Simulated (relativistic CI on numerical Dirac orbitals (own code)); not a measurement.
Method of calculation: Dirac-Coulomb-Breit CI, orbitals from a KLI potential per configuration, model QED (radiative potential, 1s self-energy scaled to tabulated hydrogen-like ionisation energies), unscaled Slater integrals (own radial code, finite nucleus).

Configurations in the expansion (outside the closed core [Ne]): 3s2 3p4, 3s 3p5, 3p6, 3s2 3p3 3d, 3s 3p4 3d, 3p5 3d, 3s 3p3 3d2, 3s2 3p3 4s, 3s2 3p3 4p, 3s2 3p2 3d 4p, 3p5 4s, 3p5 4p, 3s 3p3 3d 4s, 3s2 3p3 4d, 3s 3p4 4s, 3s2 3p3 4f, 3s 3p4 4p, 3p4 3d 4p, 3s 3p4 4d, 3s2 3p3 5s, 3s2 3p3 5p, 3s 3p4 4f, 3s2 3p2 4s 4p, 3s2 3p3 5d, 3s2 3p3 5f, 3s2 3p3 5g, 3s 3p3 4s2, 3s2 3p3 6s, 3s 3p4 5s, 3s2 3p2 3d2, 3s2 3p 3d3, 3s 3p2 3d3, 3s2 3p 3d2 4s, 3s2 3p 3d2 4p, 3s2 3p 3d2 4d, 3p4 3d2, 3p3 3d3, 3p3 3d2 4s, 3p3 3d2 4p, 3p3 3d2 4d, 3s2 3p2 3d 4s, 3s 3p2 3d2 4s, 3s2 3p 3d 4s2, 3s2 3p 3d 4s 4p, 3s2 3p 3d 4s 4d, 3p4 3d 4s, 3p3 3d 4s2, 3p3 3d 4s 4p, 3p3 3d 4s 4d, 3s2 3p2 4s2, 3s 3p2 3d 4s2, 3s2 3p 4s2 4p, 3s2 3p 4s2 4d, 3s2 3p2 4p2, 3s2 3p 3d 4p2, 3s 3p2 3d 4p2, 3s2 3p 4s 4p2, 3s2 3p 4p3, 3s2 3p 4p2 4d. Double excitations out of closed p, d and f shells are left out; levels of such configurations are missing from the list, as are those of other unlisted configurations, and high levels can miss mixing partners. These lack a partner that the ground configuration has and come out too high: 3s2 3p3 4f, 3s 3p4 4p, 3s 3p4 4d, 3s2 3p3 5s, 3s2 3p3 5p.

At this charge energies of transitions that change n are usually good to better than 1 %, and those within a shell (Δn = 0) to a few per cent.

Outline of the computed level scheme of Co XII. Lowest level of each configuration: 3s2 3p4 3P_2 at 0.0000 eV; 3s 3p5 3P°_2 at 37.8695 eV; 3s2 3p3 3d 5D°_0 at 51.8008 eV.

Some strong electric-dipole decays among the lowest 45 levels: 3s2 3p3 3d 3D°_3 → 3s2 3p4 3P_2 (1.5e+11 s⁻¹); 3s2 3p3 3d 3P°_0 → 3s2 3p4 3P_1 (1.5e+11 s⁻¹); 3s2 3p3 3d 1D°_2 → 3s2 3p4 1D_2 (1.2e+11 s⁻¹); 3s2 3p3 3d 3D°_2 → 3s2 3p4 3P_1 (1.2e+11 s⁻¹); 3s2 3p3 3d 3P°_2 → 3s2 3p4 3P_2 (1.1e+11 s⁻¹); 3s2 3p3 3d 3D°_1 → 3s2 3p4 3P_0 (8.8e+10 s⁻¹); 3s2 3p3 3d 3P°_1 → 3s2 3p4 3P_2 (7.9e+10 s⁻¹); 3s2 3p3 3d 3D°_1 → 3s2 3p4 3P_1 (6.4e+10 s⁻¹).

LS names give the leading component of a level, which can be under half, so a name can repeat, a term be missing and a line seem to break the LS rules.
